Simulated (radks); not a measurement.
Results of a calculation; reference values are marked as such.
Radial electron density D(r) = 4 pi r^2 rho(r) of an atom or ion with 60 electrons. Level of theory: Dirac Kohn-Sham, PBEsol, spin-unpolarised, spherical densities, finite nucleus; Fermi nuclear charge, rms radius of each element as measured or else 0.836 A^(1/3) + 0.57 fm (a radial shooting solver on a logarithmic mesh with Libxc functionals).

```
   r/bohr * D(r) (the largest magnitude, 104, reaches the edge; | marks zero)
 0.002955 |        *
  0.00344 |           *
 0.004037 |              *
 0.004738 |                 *
  0.00556 |                    *
 0.006472 |                        *
 0.007595 |                             *
 0.008913 |                                 *
  0.01038 |                                    *
  0.01218 |                                       *
  0.01429 |                                         *
  0.01677 |                                          *
  0.01952 |                                         *
  0.02291 |                                        *
  0.02688 |                                      *
   0.0313 |                                     *
  0.03673 |                                     *
   0.0431 |                                         *
  0.05058 |                                              *
  0.05888 |                                                   *
   0.0691 |                                                      *
  0.08109 |                                                     *
   0.0944 |                                                 *
   0.1108 |                                           *
     0.13 |                                        *
   0.1526 |                                         *
   0.1776 |                                             *
   0.2084 |                                               *
   0.2446 |                                           *
   0.2847 |                                 *
   0.3341 |                       *
   0.3921 |                 *
   0.4601 |                  *
   0.5357 |                    *
   0.6286 |                    *
   0.7377 |               *
   0.8588 |          *
    1.008 |       *
    1.183 |     *
    1.388 |    *
    1.616 |   *
    1.896 |  *
    2.225 |*
     2.59 |*
     3.04 |*
    3.567 |*
    4.186 *
    4.873 *
    5.719 *
    6.711 *
    7.813 *
    9.169 *
    10.76 *
    12.63 *
     14.7 *
```

What is the nuclear charge?

Answer. Z = 60. The innermost maximum, from 1s, lies near gamma/Z bohr with gamma = sqrt(1 - (Z/c)^2) = 0.899, here 0.015 bohr (found: 0.0165), and its height grows with Z. The density is that of neutral neodymium in [Xe] 4f3 6s2 6p1; the configuration itself is not fixed sharply by these data, and Z only to a few units. D(r) has 4 maxima, at r = 0.0165, 0.0731, 0.205, 0.567 bohr, and minima at 0.0321, 0.134, 0.411 bohr, inside which lie 2.02, 11.15, 29.11 electrons.
